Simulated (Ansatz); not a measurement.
Reaction (redistribution): `C[N](C)[InH][Br]` + `[NH2][In]([OH])[SH]` → `C[N](C)[InH][OH]` + `[NH2][In]([SH])[Br]`

Computed with Ansatz on PBE0-D4/def2-TZVP structures; ΔE is electronic, products minus reactants. CCSD(T)/CBS is the MP2 limit (def2-TZVPP, def2-QZVPP) plus CCSD(T) − MP2 in def2-TZVPP, frozen cores. Functionals use def2-TZVPP. def2 core potentials past Kr. For Br, In outer-core shells are correlated without core-valence functions, which leaves a few kJ/mol of doubt a bond. Scalar relativity is left out up to krypton. One conformer a species, not always the lowest.

`C[N](C)[InH][Br]`:

```xyz
12

C    -0.095   -0.239    1.491
N    -0.024    0.000    0.073
C     1.152   -0.561   -0.539
In   -1.428    1.010   -0.927
Br   -0.857    1.152   -3.334
H    -0.999    0.199    1.924
H     0.768    0.195    2.018
H    -0.106   -1.315    1.721
H     1.169   -0.360   -1.611
H     1.195   -1.652   -0.399
H     2.070   -0.142   -0.102
H    -2.844    1.712   -0.315
```

`[NH2][In]([OH])[SH]`:

```xyz
8

N    -0.238    0.649   -1.555
In   -0.006    0.029    0.344
O    -0.056    1.461    1.712
S     0.115   -2.235    1.064
H     0.182    0.074   -2.271
H     0.014    1.614   -1.718
H    -0.037    1.128    2.612
H     0.026   -2.720   -0.186
```

`C[N](C)[InH][OH]`:

```xyz
13

C    -0.175    0.684    1.248
N    -0.039   -0.284    0.191
C    -0.152   -1.642    0.644
In    0.278    0.268   -1.704
O     0.336    2.259   -1.693
H    -1.153    0.601    1.748
H     0.595    0.547    2.023
H    -0.082    1.700    0.859
H    -1.129   -1.835    1.117
H     0.618   -1.890    1.392
H    -0.044   -2.348   -0.183
H     0.464   -0.704   -3.084
H     0.482    2.646   -2.558
```

`[NH2][In]([SH])[Br]`:

```xyz
7

N     0.268   -1.427    0.950
In   -0.012    0.137   -0.275
S    -1.353    2.027    0.202
Br    0.949   -0.034   -2.541
H     0.229   -1.244    1.942
H     1.073   -2.001    0.744
H    -1.154    2.542   -1.023
```

```csv
level,ΔE (kJ/mol)
B97M-V,1.3
MP2/def2-SVP,1.4
```

Question: What does CCSD(T)/CBS give? (Best estimate.)

Answer: Ansatz gave: +2.2 kJ/mol. The listed levels differ from it by -0.9, -0.8 kJ/mol.

Largest T1 diagnostic among the species: 0.016.

Leaving LDA and LC-ωPBE aside and taking each functional with its dispersion term where it has one, the values, not all of them listed here, spread over 1.3 kJ/mol, from BLYP-D4 to PBE-QIDH.
